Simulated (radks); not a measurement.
Species: La XXIX. Configuration: [Ar] 3d10 4s1. Method: non-relativistic Kohn-Sham, LDA (Slater exchange, Perdew-Wang correlation), spin-unpolarised, spherical densities, point nucleus; relativity is left out, which matters for an element this heavy; computed with a radial shooting solver on a logarithmic mesh with Libxc functionals.

Unscreened Slater integrals over Kohn-Sham orbitals (cm^-1).

integral    value
F0(4s,4s)  330010
F0(4s,3d)  416950
G2(4s,3d)   38056
F0(4s,3p)  409140
G1(4s,3p)   41322
F0(4s,3s)  406070
G0(4s,3s)   30945
F0(3d,3d)  785990
F2(3d,3d)  399700
F4(3d,3d)  256910
F0(3d,3p)  729630
F2(3d,3p)  351330
G1(3d,3p)  384320
G3(3d,3p)  253200
F0(3d,3s)  712100
G2(3d,3s)  279250
F0(3p,3p)  695480
F2(3p,3p)  351740
F0(3p,3s)  680640
G1(3p,3s)  441840
F0(3s,3s)  668440
